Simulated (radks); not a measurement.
Species: the vanadium ion V14+. Configuration: [He] 2s2 2p5.

Calculated with a radial shooting solver on a logarithmic mesh with Libxc functionals: Dirac Kohn-Sham, BLYP, spin-unpolarised, spherical densities, finite nucleus; open shells fill j = l - 1/2 first; Fermi nuclear charge, rms radius 3.6002 fm.

Energy parts (eV):
total: -22983.673
kinetic: 23264.219
electron-nucleus: -50110.016
Hartree: 4752.439
exchange-correlation: -890.315

Orbitals (lengths in bohr, moments of r in powers of bohr; r(max) is where P^2 peaks):
orbital  occ.  eigenvalue (eV)   r(max)      <r>  small-component weight
1s1/2       2        -5853.778  0.04346  0.06634                6.82e-03
2s1/2       2        -1032.584   0.2511   0.2984                1.28e-03
2p1/2       2        -947.4619   0.2011   0.2607                1.26e-03
2p3/2       3        -939.7068   0.2033   0.2632                1.25e-03
3s1/2       0        -395.0219   0.7159   0.7611                4.24e-04
3p1/2       0        -368.8121   0.6973   0.7471                4.07e-04
3p3/2       0        -367.1488   0.7016   0.7509                4.05e-04
3d3/2       0        -330.8123   0.5786   0.6844                3.57e-04
3d5/2       0        -330.5014   0.5796   0.6854                3.57e-04

The highest occupied level is 2p3/2 at -939.71 eV. For comparison, the ionisation energy in NIST's Atomic Spectra Database is 977 eV (semi-empirical). In exact Kohn-Sham theory the highest level is minus the ionisation energy, but local and semilocal functionals leave it too shallow, through self-interaction and a potential that decays too fast; potentials with the right tail come closer.

Beside tabulated values, note that spin-unpolarised runs miss the spin-polarisation part of the exchange energy of open shells.
